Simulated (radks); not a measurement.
Xe III, 52 electrons, occupied as [Kr] 4d10 5s2 5p4. All-electron calculation, scalar-relativistic Kohn-Sham, PBE, spin-polarised, spherical densities, finite nucleus; open shells are filled with parallel spins first (spin-orbit coupling, left out, can overturn this in heavy ions); Fermi nuclear charge, rms radius 4.7859 fm. Program: a radial shooting solver on a logarithmic mesh with Libxc functionals.

Normalised radial functions P(r) = r R(r), r in bohr:

```
   r/bohr * 4d down (the largest magnitude, 1.16, reaches the edge; | marks zero)
 0.001418                             *
 0.002166                             *
  0.00331                             *
 0.005058                             *
 0.007729                             *
  0.01181                             *
  0.01805                             *
  0.02758                             |*
  0.04214                             | *
  0.06439                             |    *
  0.09761                             |        *
   0.1492                             |             *
   0.2279                             |            *
   0.3483                            *|
   0.5322        *                    |
   0.8132  *                          |
    1.243             *               |
    1.899                        *    |
    2.902                            *|
    4.434                             *
    6.775                             *
```

4d down: eigenvalue -80.441 eV, 1 radial node at r = 0.343 bohr, <r> = 0.873 bohr, 90 % of the charge inside 1.32 bohr.
